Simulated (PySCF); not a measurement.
A GIAO shielding run with PySCF 2.14 (density fitting, non-relativistic, gas phase) on SMILES CC(C)[Si@@H](S)N[SiH2]N, C₃H₁₄N₂SSi₂:

```
$ OMP_NUM_THREADS=1 python probes_run.py task.json out

{"job": {"kind": "nmr", "xc": "PBE0", "basis": "pcSseg-1"}, "charge": 0, "multiplicity": 1}
C     -1.771194    -0.324052    -1.444725
C     -1.809917     0.264487    -0.039273
C     -1.971907    -0.847768     0.996035
Si    -0.251017     1.304734     0.293271
S     -0.577402     2.331918     2.166683
N      1.202724     0.402327     0.475633
Si     1.980959    -0.649983    -0.668286
N      3.590123    -0.771278    -0.069784
H     -1.704621     0.462025    -2.193258
H     -2.667989    -0.910647    -1.640856
H     -0.905124    -0.973289    -1.556947
H     -2.688373     0.915490     0.029403
H     -2.037268    -0.433564     2.000237
H     -1.122716    -1.527972     0.956984
H     -2.878588    -1.420703     0.803913
H     -0.054517     2.329248    -0.734328
H      0.589915     2.951986     2.180427
H      1.535023     0.285612     1.420796
H      1.462415    -2.019786    -0.647998
H      1.768656    -0.015834    -1.972279
H      4.220516    -1.410787    -0.523816
H      4.079891     0.077224     0.167318
```

Hardware: 1 thread of an Intel Xeon, shared host. The job also computes population analyses, field gradients.

**Question.** How large is the calculation?

**Answer.** 90 electrons, 227 basis functions and 1240 auxiliary functions.

**Question.** How long does it take, and how much memory does it need?

**Answer.** 3.1 min of wall time, with 14 SCF cycles and 4 response iterations; peak memory 1.1 GiB. Times on a shared host scatter by some tens of per cent.
